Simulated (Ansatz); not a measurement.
B3F2 (the lowest doublet isomer of a short search) was relaxed with PBE-D4 (def2-SVP) in Ansatz in these states: neutral doublet, neutral quartet. The geometries follow in no particular order.

A:

Cartesian coordinates in Å:
```
B -0.001 0.000 0.002
B 0.770 1.289 0.256
B -0.770 -1.289 -0.256
F 1.425 2.384 0.473
F -1.423 -2.384 -0.475
```

B:

```xyz
5

B    -0.0202   -0.0523    0.0665
B    -1.6466   -0.2269    0.2761
B     1.5336    0.0839   -0.0828
F    -2.6753    0.2468   -0.3969
F     2.8086   -0.0515    0.1372
```

Problem. Judge from the bond lengths which geometry belongs to which state (an estimate).

Solution. A is the neutral doublet (B1–B2 1.523 Å, B1–B3 1.523 Å, B2–F4 1.294 Å); B is the neutral quartet (B1–B2 1.649 Å, B1–B3 1.567 Å, B2–F4 1.317 Å).

At PBE0-D4/def2-TZVP a doublet lies 1.40 eV below the neutral quartet. These are the stationary points nearest to one start from a short search; other shapes may lie lower in each state.
